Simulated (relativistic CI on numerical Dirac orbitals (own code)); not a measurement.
## Pt²⁰⁺: q coefficients and field-shift factors

These numbers are calculated, not measured: Dirac-Coulomb-Breit CI, orbitals from a KLI potential per configuration, derivatives by finite differences, unscaled Slater integrals, QED left out (own radial code, finite nucleus).

Configurations in the expansion (outside the closed core [Ar] 3d10 4s2): 4p6 4d10 4f12, 4p6 4d10 4f11 5s, 4p6 4d10 4f10 5s2, 4p6 4d10 4f11 5p, 4p6 4d9 4f13, 4p6 4d10 4f11 5d, 4p6 4d8 4f14, 4p5 4d10 4f13. Levels of other configurations are missing.

With x = (α/α₀)² − 1 an excitation energy changes as ω = ω₀ + qx; K = 2q/ω₀ is the relative enhancement. Terms are leading LS components, so labels can repeat. The field-shift factor is F = δν/δ⟨r²⟩ for the transition from the lowest level.

Lowest level 4p6 4d10 4f12 3H_6.

| Level | ω₀ (cm⁻¹) | q (cm⁻¹) | F (GHz/fm²) |
| --- | --- | --- | --- |
| 4p6 4d10 4f12 3F_4 | 9588.5 | -1367 | 0.0584 |
| 4p6 4d10 4f12 3H_5 | 26299.5 | 24980 | 1.54 |
| 4p6 4d10 4f12 3F_2 | 34500.3 | 7388 | 0.783 |
| 4p6 4d10 4f12 3H_4 | 35266.3 | 26230 | 1.72 |
| 4p6 4d10 4f12 3F_3 | 38682.0 | 25250 | 1.72 |
| 4p6 4d10 4f12 3H_4 | 59963.5 | 50150 | 3.19 |
| 4p6 4d10 4f12 3P_2 | 65870.2 | 24360 | 2.05 |
| 4p6 4d10 4f12 3P_0 | 78629.8 | 9763 | 1.72 |
| 4p6 4d10 4f12 1I_6 | 79448.9 | 21810 | 2.12 |
| 4p6 4d10 4f12 3P_1 | 85663.5 | 25090 | 2.37 |
| 4p6 4d10 4f12 3P_2 | 93911.3 | 43060 | 3.29 |
| 4p6 4d10 4f12 1S_0 | 164452.9 | 38650 | 4.9 |
| 4p6 4d10 4f11 5s 5I°_8 | 199759.4 | -443300 | 727 |

At this charge transitions that keep the count of f electrons are usually good to a few per cent. Terms inside the open d or f shell come out 10 to 20 % too wide with unscaled integrals. Levels that differ in their count of f electrons can be misplaced by several ten thousand cm⁻¹, since the correlation energy of f electrons is missing or only estimated; rates across such gaps can be off by orders of magnitude.

Problem. Which transition from the lowest level has the largest |K|?

Solution. 4p6 4d10 4f11 5s 5I°_8 at 199759.4 cm⁻¹, K = -4.44.
